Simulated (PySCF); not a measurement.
Isomers of C4H3FN2, one conformer each; single-point electronic energies without zero-point terms and without any empirical dispersion term.

Level: wB97X-D/pcSseg-2 in PySCF, non-relativistic, each on one gas-phase PBE0-D3(BJ)/def2-TZVP geometry that isn't relaxed in the solvent. The solvent is an IEF-PCM continuum (Bondi radii, 1.10 Å for H, scaled by 1.2). Only the electrostatic response of the medium enters.

| isomer | relative energy, gas (kcal/mol) | dipole (D) |
| --- | --- | --- |
| `FC1=NC=CC=N1` | 0.0 | 3.94 |
| `Fc1nccnc1` | 7.9 | 1.48 |

Question: How do the relative energies look in chloroform (ε = 4.711)?

Answer: 
```tsv
isomer	relative energy, solvent (kcal/mol)	E(solvent) − E(gas) (kcal/mol)	dipole in solvent (D)
`FC1=NC=CC=N1`	0.0	-4.5	4.90
`Fc1nccnc1`	8.7	-3.7	1.78
```

The order is unchanged. `FC1=NC=CC=N1` gains most from the continuum, and it has the largest gas-phase dipole. The gains span 0.8 kcal/mol, the gas-phase energies 7.9 kcal/mol.
